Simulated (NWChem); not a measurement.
Species: C₃H₆OSi; SMILES C#C[Si@@H](C)O

```xyz
11

C     -0.0049    -2.4738    -0.1583
C     -0.0024    -1.2722     0.0404
Si    -0.0059     0.5482     0.3431
C      1.5481     1.3239    -0.3174
O     -1.2858     1.2547    -0.4567
H     -0.0040    -3.5352    -0.3344
H     -0.1314     0.7343     1.8211
H      1.6372     1.1411    -1.3988
H      1.5363     2.4116    -0.1485
H      2.4348     0.9033     0.1809
H     -2.1546     0.8751    -0.2968
```
Atoms are numbered in this order, from 1.

Level: PBE0/def2-SVP (NWChem), optimised geometry, unscaled harmonic frequencies. 

Task: List the harmonic frequencies with IR intensities, and the thermochemistry.

Result: 
```json
[
 {"frequency (cm⁻¹)": "119", "IR intensity (km/mol)": "4.7"},
 {"frequency (cm⁻¹)": "143", "IR intensity (km/mol)": "1.4"},
 {"frequency (cm⁻¹)": "171", "IR intensity (km/mol)": "2.6"},
 {"frequency (cm⁻¹)": "221", "IR intensity (km/mol)": "66.9"},
 {"frequency (cm⁻¹)": "246", "IR intensity (km/mol)": "34.6"},
 {"frequency (cm⁻¹)": "341", "IR intensity (km/mol)": "18.4"},
 {"frequency (cm⁻¹)": "388", "IR intensity (km/mol)": "62.0"},
 {"frequency (cm⁻¹)": "596", "IR intensity (km/mol)": "40.8"},
 {"frequency (cm⁻¹)": "686", "IR intensity (km/mol)": "43.4"},
 {"frequency (cm⁻¹)": "734", "IR intensity (km/mol)": "63.7"},
 {"frequency (cm⁻¹)": "739", "IR intensity (km/mol)": "46.2"},
 {"frequency (cm⁻¹)": "753", "IR intensity (km/mol)": "22.2"},
 {"frequency (cm⁻¹)": "754", "IR intensity (km/mol)": "28.1"},
 {"frequency (cm⁻¹)": "839", "IR intensity (km/mol)": "111.1"},
 {"frequency (cm⁻¹)": "858", "IR intensity (km/mol)": "57.8"},
 {"frequency (cm⁻¹)": "894", "IR intensity (km/mol)": "320.2"},
 {"frequency (cm⁻¹)": "943", "IR intensity (km/mol)": "145.1"},
 {"frequency (cm⁻¹)": "1267", "IR intensity (km/mol)": "36.1"},
 {"frequency (cm⁻¹)": "1423", "IR intensity (km/mol)": "4.2"},
 {"frequency (cm⁻¹)": "1426", "IR intensity (km/mol)": "3.8"},
 {"frequency (cm⁻¹)": "2162", "IR intensity (km/mol)": "41.7"},
 {"frequency (cm⁻¹)": "2224", "IR intensity (km/mol)": "148.5"},
 {"frequency (cm⁻¹)": "3065", "IR intensity (km/mol)": "0.4"},
 {"frequency (cm⁻¹)": "3174", "IR intensity (km/mol)": "1.4"},
 {"frequency (cm⁻¹)": "3177", "IR intensity (km/mol)": "0.8"},
 {"frequency (cm⁻¹)": "3473", "IR intensity (km/mol)": "49.0"},
 {"frequency (cm⁻¹)": "3935", "IR intensity (km/mol)": "102.2"}
]
```

```
Property                                                                            Value
-----------------------------------------------------------------------  ----------------
zero-point energy                                                           49.7 kcal/mol
thermal correction to the enthalpy at 298.15 K (with zero-point energy)     54.9 kcal/mol
heat capacity Cv                                                         25.7 cal/(mol K)
entropy at 298.15 K and 1 atm (symmetry number 1)                        82.6 cal/(mol K)
dipole moment                                                                      0.95 D
```

Rigid rotor and harmonic oscillator.
